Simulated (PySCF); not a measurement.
Vertical excitations of a molecule C₂H₈O₂Si from TDA-PBE/def2-SVPD (PySCF), as energy in eV (oscillator strength): 5.48 (0.000), 5.92 (0.001), 5.96 (0.000), 6.45 (0.014), 6.54 (0.063), 6.68 (0.036), 6.98 (0.016), 7.03 (0.049), 7.17 (0.008), 7.22 (0.002). Lowest triplet (TDA): 5.16 eV. Geometry optimised at PBE0-D3(BJ)/def2-SVP. The values are those of a single conformer.

### Question
Pick the molecule that these values belong to.
(A) OC[C@@H](O)[SiH3]
(B) C[C@H](O)[SiH2]O
(C) CO[SiH2]CO
(D) OC[SiH2]CO

### Answer
C, CO[SiH2]CO
